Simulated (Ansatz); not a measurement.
Consider the cleavage of the B–B bond: `BBBr` + `CCN[SiH2]Cl` → `BN(CC)[SiH2]Cl` + `BBr`.

Isolated molecules relaxed with PBE0-D4/def2-TZVP in Ansatz; ΔE leaves out vibrations. CCSD(T)/CBS is the MP2 limit (def2-TZVPP, def2-QZVPP) plus CCSD(T) − MP2 in def2-TZVPP, frozen cores. Functionals use def2-TZVPP. B3LYP here is the variant with VWN-RPA as its local correlation; programs differ in this. For Br outer-core shells are correlated without core-valence functions, which leaves a few kJ/mol of doubt a bond. Scalar relativity is left out up to krypton. Each species was taken in one conformer, which may not be the lowest.

```csv
level,ΔE (eV)
r2SCAN-D4,-1.40
PBE0-D4,-1.39
B3LYP-D4,-1.45
ωB97X-V,-1.43
PBE,-1.33
r2SCAN,-1.39
PBE0,-1.36
MP2/def2-QZVPP,-1.58
```

What does CCSD(T)/CBS give? (An estimate is asked.)

Computed: -1.49 eV. The listed levels differ from it by 0.09, 0.10, 0.04, 0.06, 0.16, 0.10, 0.13, -0.09 eV.

Largest T1 diagnostic among the species: 0.011.

In def2-TZVPP, CCSD(T) changes the Hartree–Fock value by −0.14 eV (the triples alone add −0.04 eV) and MP2 by −0.21 eV. The D4 term adds −0.06 eV with B3LYP and −0.03 eV with PBE0; it sums over pairs of atoms, weighted by their polarisabilities, and B3LYP, whose exchange is more repulsive, gets the larger term.
